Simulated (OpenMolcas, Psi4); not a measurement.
**Exact exchange and the electronic atomisation energy of C2HBF2**

C2HBF2 has 6 atoms, charge 0, and is taken as a singlet. SMILES: `C#CB(F)F`. The shape is that of a PBE0-D4/def2-TZVP optimisation.

The electronic atomisation energy y, in eV, basis def2-SVPD; a is the functional's share of exact exchange. Programs: OpenMolcas 26.06, Psi4 1.11.

| functional | program | a | y (eV) |
| --- | --- | --- | --- |
| PBE | Psi4 | 0 | 31.99 |
| BLYP | Psi4 | 0 | 30.96 |
| B3LYP | OpenMolcas | 0.2 | 30.75 |
| PBE0 | OpenMolcas | 0.25 | ? |
| BHLYP | OpenMolcas | 0.5 | 29.54 |

Q: Fit y = c + s·a to the known rows and predict PBE0.

A: 
1. Means of the 4 rows: a = 0.1750, y = 30.810.
2. Σ(Δa)² = 0.1675, Σ(Δa·Δy) = -0.647, so the slope is -0.647/0.1675 = -3.8627.
3. Intercept: 30.810 − (-3.8627) × 0.1750 = 31.486. The largest residual of the fit is 0.53.
4. PBE0: 31.486 + (-3.8627) × 0.25 = 30.52 eV.

The run gave 31.06 eV, so the prediction is off by -0.54 eV, about the largest residual. The rows mix families of semi-local functionals, which the line can't see.
